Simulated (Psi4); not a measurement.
Complex: SiH4 (SMILES [SiH4]) (first 5 atoms) with C2H4 (SMILES C=C); geometry from B3LYP-D3(BJ)/def2-TZVP, rigid monomers moved along the line of their centres of mass till Si1···C7 is 6.60 Å.
(charge 0, multiplicity 1):
```xyz
11

Si    -0.1232    -0.1856    -0.1055
H     -1.1626     0.7668     0.3419
H     -0.1836    -0.3136    -1.5815
H     -0.3596    -1.5112     0.5065
H      1.2149     0.3139     0.2800
C      0.5143    -0.1881     6.4677
C      0.0556     1.0515     6.3783
H      1.5517    -0.4270     6.2674
H     -0.1292    -1.0155     6.7406
H     -0.9827     1.2903     6.5741
H      0.6986     1.8779     6.1009
```

These are SAPT0/jun-cc-pV(D+d)Z (Psi4 1.11) values and carry that method's errors.

Problem. Which attractive term is largest, and how does the interaction split up?

Solution. electrostatics -0.1, exchange 0.0, induction 0.0, dispersion -0.2, total -0.3 kJ/mol; the largest attraction is dispersion.
